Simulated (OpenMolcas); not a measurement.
Rh3+ in MgO: curves along the breathing mode

Rh3+ with its 6 nearest oxide ions, on the Mg site of MgO (a = 4.2112 Å, distance in the model lattice 2.106 Å). The rest of the host is ab initio model potentials to 7.6 Å, with orthogonalisation functions on the cations behind the ligands, and point charges beyond; the distance is set by hand and nothing relaxes, and no local charge compensation is placed. Ligand basis ANO-RCC-VDZP.

```yaml
Program: OpenMolcas 26.06
Method: "SS-CASPT2, IPEA 0.25 Eh, imaginary shift 0.1 Eh (closed shells correlated: 4s 4p and the ligand valence shells)"
Basis: ANO-RCC-VDZP [6s5p3d1f]
Scalar_Hamiltonian: DKH2, point nucleus
Active_space: 6 electrons in 5 orbitals (4d)
State_averaging: 2S+1 = 5 even, 5 roots; 2S+1 = 3 even, 45 roots; 2S+1 = 1 even, 50 roots
Spin-orbit_coupling: state interaction with AMFI integrals over the reference wave functions
```

Spin-free energies (labels of O, the rotations of Oh) in cm-1 above the lowest fitted minimum, as all ligands move together:

```csv
R (Å),1A1,5T2,3E,1E,1E(2),5E,1E(3)
1.93,8410,55530,67730,69770,79860,89830,92490
1.975,2820,45850,57840,59660,69690,78130,82140
2.021,260,39880,51520,53020,62930,70330,75070
2.066,410,37320,48470,49620,59390,66260,71120
2.112,2880,37790,48190,48900,58460,65320,69700
2.157,7300,40370,50300,50560,59910,67210,70580
2.203,13690,45540,54720,54440,63460,71780,73570
```

Cubic fits give the following; the wavenumber is harmonic, with the mass of all moving ligands, small differences in it between states hang on the degree of the fit, a number in brackets counts states of one label, and the table is a selection of at most 14 states with clean curves.

```json
{"State": "1A1", "R0 (Å)": "2.041", "Breathing mode (cm-1)": "657", "Minimum (cm-1)": "0"}
{"State": "5T2", "R0 (Å)": "2.083", "Breathing mode (cm-1)": "686", "Minimum (cm-1)": "37130"}
{"State": "3E", "R0 (Å)": "2.093", "Breathing mode (cm-1)": "667", "Minimum (cm-1)": "47950"}
{"State": "1E", "R0 (Å)": "2.101", "Breathing mode (cm-1)": "652", "Minimum (cm-1)": "48820"}
{"State": "1E(2)", "R0 (Å)": "2.105", "Breathing mode (cm-1)": "641", "Minimum (cm-1)": "58440"}
{"State": "5E", "R0 (Å)": "2.102", "Breathing mode (cm-1)": "707", "Minimum (cm-1)": "65250"}
{"State": "1E(3)", "R0 (Å)": "2.115", "Breathing mode (cm-1)": "623", "Minimum (cm-1)": "69690"}
{"State": "3E(2)", "R0 (Å)": "2.117", "Breathing mode (cm-1)": "669", "Minimum (cm-1)": "71840"}
{"State": "3E(3)", "R0 (Å)": "2.115", "Breathing mode (cm-1)": "678", "Minimum (cm-1)": "76880"}
{"State": "1E(4)", "R0 (Å)": "2.125", "Breathing mode (cm-1)": "648", "Minimum (cm-1)": "79560"}
{"State": "1E(5)", "R0 (Å)": "2.144", "Breathing mode (cm-1)": "658", "Minimum (cm-1)": "108360"}
```

The minimum of 1E is shifted by +0.0596 Å against 1A1 (from the unrounded fits). With M = 96.0 u for the moving shell, the Huang-Rhys factor in this mode is S = M ω ΔR² / 2ħ = 0.01483 × 96.0 × 657 × 0.0596² = 3.32. Only the first shell moves, against a rigid host.

Roots that are degenerate in the reference are averaged as groups; the widest CASPT2 spread within a group is 2200 cm-1 (the 3-fold group of multiplicity 3 near 59300 cm-1 above the lowest state of its run, R = 2.066). Shifts and gaps below about the spread of the groups concerned are not significant. Over all roots computed the reference weight is 0.67 to 0.70 in R = 1.93, 0.67 to 0.69 in R = 1.975, 0.67 to 0.69 in R = 2.021, 0.66 to 0.69 in R = 2.066, 0.65 to 0.69 in R = 2.112, 0.64 to 0.68 in R = 2.157, 0.63 to 0.68 in R = 2.203; a low but even weight reflects the number of correlated electrons. Ligand-to-metal charge-transfer states are missing. With no ligand orbital active B as a rule stays too high, so bands that hang on it stand too high and its fall with covalency is understated. With one d shell and no ligand orbital active, 10Dq can be off by a tenth or more. The least metal-like active orbital is 70 % on the metal (Löwdin) and no ligand orbital is active, so the numbers are rough (holds for R = 1.93; R = 1.975; R = 2.021; R = 2.066). The least metal-like active orbital is 70 % on the metal (Löwdin) and no ligand orbital is active, so the numbers are rough, and ground spin, moment and any spin crossover can be artefacts of this space; highly charged d ions in such sites are as a rule low spin (holds for R = 2.112). The least metal-like active orbital is 69 % on the metal (Löwdin) and no ligand orbital is active, so the numbers are rough, and ground spin, moment and any spin crossover can be artefacts of this space; highly charged d ions in such sites are as a rule low spin (holds for R = 2.157). The least metal-like active orbital is 68 % on the metal (Löwdin) and no ligand orbital is active, so the numbers are rough, and ground spin, moment and any spin crossover can be artefacts of this space; highly charged d ions in such sites are as a rule low spin (holds for R = 2.203). No measured value stands beside these numbers.
